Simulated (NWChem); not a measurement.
System: C₄H₃N₂, doublet; SMILES n1[c]nccc1

```xyz
9

C      0.0000     0.0000    -1.3242
N     -1.1843     0.0000    -0.7809
C     -1.1891     0.0000     0.5568
C      0.0000     0.0000     1.2848
C      1.1891     0.0000     0.5568
N      1.1843     0.0000    -0.7809
H     -2.1653     0.0000     1.0551
H      0.0000     0.0000     2.3760
H      2.1653     0.0000     1.0551
```
Atoms are numbered in this order, from 1.

All runs: NWChem. Pople sets run with spherical d functions. Spin-unrestricted. In the optimisation the excess spin sits in a1 (C2v, its own frame). Coordinates come from a PBE0/def2-SVP, spin-unrestricted optimisation. No stability test was run on the SCF state. Total energies compare along this basis series because the functional is fixed.

```
level                 basis functions  energy (Ha)  highest occupied level (eV)  lowest empty minus highest occupied level, either spin (eV)  dipole (D)  relative time
--------------------  ---------------  -----------  ---------------------------  -----------------------------------------------------------  ----------  -------------
CAM-B3LYP/STO-3G                   33    -260.1175                        -5.93                                                         7.98        2.89              1
CAM-B3LYP/3-21G                    60    -262.0271                        -7.73                                                         7.49        3.74              3
CAM-B3LYP/6-31G*                   90    -263.4984                        -7.91                                                         7.62        3.44             10
CAM-B3LYP/6-31+G*                 114    -263.5102                        -8.24                                                         7.35        3.76             30
CAM-B3LYP/6-311G**                126    -263.5691                        -8.12                                                         7.49        3.56             30
CAM-B3LYP/6-311++G**              153    -263.5744                        -8.27                                                         7.35        3.76             70
```

The last column is a rough cost ratio, cheapest run = 1.
